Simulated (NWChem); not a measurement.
# FGa in NWChem

```xyz
2

Ga     0.0000     0.0000    -0.4046
F      0.0000     0.0000     1.3936
```
Charge 0, spin multiplicity 1.

All runs are NWChem calculations. All single points use one geometry, from PBE/def2-SVP, a minimum by its harmonic frequencies.

Symmetry labels belong to the abelian group C2v used in the runs, with the axes of the coordinates shown; states degenerate in a higher group split over its labels.

The Hamiltonian is non-relativistic. B3LYP has NWChem's definition, with VWN1-RPA local correlation. The structure started from a generated list of species.

Task: List the lowest 3 singlet excitations that TD-B3LYP/def2-SVPD, VWN1-RPA local correlation gives, with oscillator strengths.

Result: 
```csv
state,symmetry,energy (eV),wavelength (nm),f
1,b2,5.77,215,0.242
2,b1,5.77,215,0.242
3,a2,7.19,173,0.000
```
